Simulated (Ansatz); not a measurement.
## Isomers

Structures of ZnSiH₃F, singlet, relaxed at PBE0-D4/def2-TZVP (vibrations not checked; lower isomers may exist, and structures with a doubtful reference or unclear bonds are left out). Computed with Ansatz 0.2.0 (basis: def2-TZVPP); correlated methods freeze the cores. The 3s and 3p shells of Cu and Zn are frozen; filled d shells are correlated. B3LYP uses VWN-RPA correlation.

(1) Rank them by CCSD(T) energy, lowest first, and give each one's height above the lowest. Links in brackets join atoms within 1.22 times the sum of their covalent radii (1.1 for two metals). (An estimate is asked for; the value comes from the calculation.)
A.
ZnSiH₃F ([F][SiH2][ZnH])
```
6
angstrom
F -1.9751 -0.0675 0.1705
Si -0.5291 -0.0824 -0.5517
Zn 1.1903 0.1698 1.0973
H -0.4459 -1.3624 -1.3132
H -0.5489 1.0091 -1.5683
H 2.3087 0.3334 2.1653
```
B.
a complex of ZnSiH₂ ([SiH][ZnH]) + HF
```
6
angstrom
F -0.1351 -1.0614 -1.3591
Si -1.1887 0.1928 0.2908
Zn 0.8735 0.4548 1.5458
H -0.9090 -1.5059 -1.6141
H -0.8592 1.4175 -0.5572
H 2.1938 0.5757 2.3873
```
C.
a complex of SiH₃F ([F][SiH3]) + Zn
```
6
angstrom
F 0.8401 -1.7717 0.8021
Zn -1.1478 2.4207 -1.0960
Si 0.2047 -0.4318 0.1955
H -0.9943 -0.8051 -0.5926
H 1.2228 0.2114 -0.6692
H -0.1634 0.4565 1.3239
```
D.
a complex of ZnSiH₂ ([SiH2][Zn]) + HF
```
6
angstrom
F 1.1741 0.2721 2.0387
Si 0.0918 -0.0999 -0.9829
Zn -1.6209 0.0066 0.7810
H -0.5698 -1.3325 -1.5702
H -0.6758 0.9153 -1.8089
H 1.1366 0.1706 1.0993
```

(2) Do PBE-D4, r2SCAN-D4, PBE0-D4, B3LYP-D4, wB97M-V, HF, MP2 give the same order? (Judge from chemistry; the calculation decides.)

The T1 diagnostic stays at or below 0.016. The restricted Hartree–Fock reference is unstable towards an unrestricted one at one or more of these structures.

For scale, one of the runs: CCSD(T)/def2-TZVPP, 179 basis functions, launched by `ansatz run in.yaml --threads 2 --pin off --events-out ev --progress --plain --max-ram 4352MiB`. The run took 50 s on 2 CPU threads of an Arm Neoverse V2 (shared host), with 1.6 GiB of host memory at its peak.

Results:

(1) By the calculation: C (0.0 kJ/mol), A (35.7 kJ/mol), D (273.2 kJ/mol), B (354.4 kJ/mol). Heights count from the lowest.

(2) Computed: All do.
